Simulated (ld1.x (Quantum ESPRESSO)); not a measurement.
**chlorine: one change to a TM potential, before and after**

| Property | Result |
| --- | --- |
| Element | chlorine (Cl) |
| Generator | ld1.x (Quantum ESPRESSO) 7.5 |
| Type | norm-conserving Troullier–Martins (Kleinman–Bylander form) |
| Functional | BP86 |
| Relativity | fully relativistic |
| Frozen core | [Ne] |
| Valence charge | 7 |
| Reference configuration | 3s2 3p5 |
| Partial waves | 3s (bound): rc 1.30 bohr; 3p (bound): rc 1.15 bohr; 3d channel at -0.1 Ry: rc 1.35 bohr |
| Local potential | the d channel |
| Core correction | Bessel-smoothed model core inside 1.15 bohr |

Open shells are filled in proportion to 2j + 1 (rel_dist='average').

Change: wave 3d channel at -0.1 Ry: rc 1.35 bohr becomes 3d channel at -0.1 Ry: rc 0.96 bohr.

Cutoffs: the cutoffs (Ry, on a coarse ladder) from which the occupation-weighted sum of valence levels, in a spherical-Bessel basis at the reference potential, stays within 10 and 1 mRy of its value at 400 Ry; they do not see the model core or the augmentation charge, which bear on the density cutoff. Errors are all-electron minus pseudo energies relative to the spin-unpolarised reference configuration.

Predict the effect on cutoff, ghosts and configuration errors.

The potential gets neither clearly harder nor softer (70 Ry and 140 Ry → 70 Ry and 140 Ry); a bound ghost appears in s, which as a rule spoils a file; of the 7 tests that both files solve, the error grows in 0 and shrinks in 5 by more than 15 % and 0.3 meV (median size 6.7 → 4.1 meV). Less of the atom is replaced, so other configurations are described better.

```csv
quantity,base,changed
"cutoff, loose",70 Ry,70 Ry
"cutoff, tight",140 Ry,140 Ry
loose cutoff by channel (10 mRy a level),"s 30 Ry, p 15 Ry","s 55 Ry, p 15 Ry"
bound ghosts,none,s
"error for 3s2 3p4, meV [ΔE 13.96 eV]",+6.7,+4.1
"error for 3s2 3p3, meV [ΔE 39.50 eV]",+40,+20
"error for 3s2 3p2, meV [ΔE 77.90 eV]",+130,+49
"error for 3s1 3p6, meV [ΔE 12.15 eV]",+1.4,+1.2
"error for 3s2 3p5.3, meV [ΔE -2.17 eV]",+0.2,+0.2
"error for 3s2 3p4.5, meV [ΔE 5.63 eV]",+1.4,+0.9
"error for 3s1 3p5, meV [ΔE 26.68 eV]",+12,+10
```

 A true bound ghost makes a file unfit for plane-wave use even where its test errors are small: the radial tests pick states by their node count and pass the ghost by.
